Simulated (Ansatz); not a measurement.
`CC(C)=N[SiH3]` at its PBE0-D4/def2-TZVP geometry, where that method's forces vanish. Total charge 0; spin multiplicity 1.

```xyz
14

C     1.9286   -0.4439   -0.5273
C     0.5183   -0.1173   -0.1420
C     0.0989   -0.5397    1.2450
N    -0.2427    0.4771   -0.9617
Si   -1.8944    0.9314   -0.6977
H     2.6282    0.0224    0.1745
H     2.0964   -1.5240   -0.4604
H     2.1376   -0.1008   -1.5385
H     0.8961   -1.0420    1.7935
H    -0.7602   -1.2142    1.1834
H    -0.2207    0.3353    1.8183
H    -2.0437    1.8279    0.4871
H    -2.7593   -0.2651   -0.4775
H    -2.3831    1.6529   -1.8967
```

(1) What forces (eV/Å) does B3LYP-D4/def2-TZVPP give on these atoms in Ansatz? (Best estimate.)

## Answers

(1) The calculation gave: 
```
C1   0.194 -0.043 -0.055
C2   0.030  0.010 -0.060
C3  -0.075 -0.060  0.213
N4  -0.074  0.046 -0.044
Si5 -0.190  0.081 -0.041
H6  -0.013 -0.023 -0.040
H7   0.010  0.045 -0.011
H8   0.004 -0.024  0.054
H9  -0.051  0.026 -0.021
H10  0.052  0.026  0.025
H11  0.022 -0.059 -0.010
H12  0.009 -0.056 -0.076
H13  0.054  0.076 -0.013
H14  0.027 -0.046  0.079
```

B3LYP here is the variant with VWN-RPA as its local correlation; programs differ in this.
